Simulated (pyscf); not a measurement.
# O=Zr, singlet

Gas-phase minimum from PySCF at ωB97X-D3(BJ)/def2-SVP, one conformer. This is an excited spin state, 0.6 kcal/mol over the triplet at ωB97X-D3(BJ)/def2-TZVP. 

```
O
Zr 1 1.7048
```
Charge 0, spin multiplicity 1.

Properties at ωB97X-D3(BJ)/def2-SVP:

| Quantity | Value |
|---|---|
| Harmonic wavenumbers, unscaled | 1054 cm⁻¹ |
| Zero-point energy | 1.5 kcal/mol |
| Rotational symmetry number | 1 |
| Entropy of this conformer at 298 K and 1 atm, rigid rotor and harmonic oscillator, modes under 100 cm⁻¹ raised to 100 | 227.1 J/(mol K) |
| Dipole moment | 2.64 D |

Single-point totals, which compare only within one level (frozen core for MP2 and CC):

```csv
level,total energy (hartree)
ωB97X-D3(BJ)/def2-TZVP,-122.28928
PBE/def2-TZVP,-122.21877
r²SCAN/def2-TZVP,-122.25069
B3LYP-D3(BJ)/def2-TZVP,-122.29588
PBE0-D3(BJ)/def2-TZVP,-122.17892
M06-2X/def2-TZVP,-122.15321
ωB97M-D3(BJ)/def2-TZVP,-122.25185
HF/def2-TZVPP,-121.39243
MP2/def2-TZVPP,-121.97949
CCSD/def2-TZVPP,-121.95757
CCSD(T)/def2-TZVPP,-121.99186
```

A restricted singlet here is unstable towards spin polarisation, as is usual where a triplet lies low; its energy is less safe. The CCSD(T) − MP2 part came from Ansatz, without density fitting, on the same reference. The frozen core leaves the outer d or s,p core shells of the metals and heavy elements correlated in the MP2 and CC values, and def2-TZVPP describes them poorly, so these totals are far from the basis limit. Elements past Kr carry the def2 core potentials, without spin-orbit coupling.
